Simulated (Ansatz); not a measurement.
C₂H₃FGeO. Total charge 0; spin multiplicity 1. Correlated methods include outer-core shells of Ge, which these sets cover unevenly. Scalar relativity is left out up to krypton. The bonds changed during the relaxation, so this is another structure than the one it started from.

```json
{"atom": "F1", "x (Å)": "-1.419", "y (Å)": "1.787", "z (Å)": "-1.273"}
{"atom": "C2", "x (Å)": "-1.248", "y (Å)": "0.523", "z (Å)": "-0.931"}
{"atom": "C3", "x (Å)": "-0.871", "y (Å)": "0.094", "z (Å)": "0.320"}
{"atom": "Ge4", "x (Å)": "0.937", "y (Å)": "-0.438", "z (Å)": "0.769"}
{"atom": "O5", "x (Å)": "-1.506", "y (Å)": "-0.413", "z (Å)": "-1.660"}
{"atom": "H6", "x (Å)": "1.416", "y (Å)": "0.801", "z (Å)": "1.546"}
{"atom": "H7", "x (Å)": "0.877", "y (Å)": "-1.656", "z (Å)": "1.693"}
{"atom": "H8", "x (Å)": "1.814", "y (Å)": "-0.697", "z (Å)": "-0.464"}
```

Problem. Give the diagnostics of a CCSD(T)/def2-TZVPP run (frozen core, the Gaussian-basis code of Ansatz). (Best estimate.)

Solution. Ansatz gave: T1 = 0.0252, largest single amplitude 0.095, largest double 0.059, (T) share of the correlation energy 4.2 %, 15 CCSD cycles. The RHF solution is unstable towards an unrestricted one. T1 lies over the customary mark of 0.02 for closed shells.
